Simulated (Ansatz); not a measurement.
Species: trifluoroarsane, AsF3 (charge 0, singlet). 
Structure (B3LYP-D3(BJ)/def2-TZVP (Ansatz, a program for electronic structure) minimum search):
```xyz
4

F     -0.8444    -1.2126    -0.5085
As     0.0043    -0.0097     0.3990
F      1.4749    -0.1021    -0.5065
F     -0.6462     1.3505    -0.4481
```
Charge 0, spin multiplicity 1.

Wanted: atomisation energy (electronic, to ground-state atoms), in kJ/mol. Cores are frozen in the correlated levels unless marked. Open shells are spin-unrestricted. Spin-orbit coupling is left out. The frozen core is the preceding noble-gas configuration, with the filled d and f shells of earlier blocks. Non-relativistic. The coupled-cluster limit lacks core correlation, which all-electron functionals hold. Basis-set limits of correlation are two-point, X^-3; Hartree-Fock from the larger set. The bracket is a focal-point correction in the basis named.

| level | program | atomisation energy (kJ/mol) |
|---|---|---|
| HF/cc-pVTZ | Ansatz | 786.8 |
| r2SCAN-D4/def2-TZVPD | Ansatz + dftd4 | 1365.4 |
| B3LYP/def2-TZVPD | Ansatz | 1343.8 |
| PBE0/def2-TZVP | Ansatz | 1321.9 |

Question: Estimate the value at RI-MP2/CBS(aug-cc-pVTZ,aug-cc-pVQZ)+[CCSD(T)-MP2]/aug-cc-pVTZ as computed with Ansatz.

Answer: 1369.4 kJ/mol
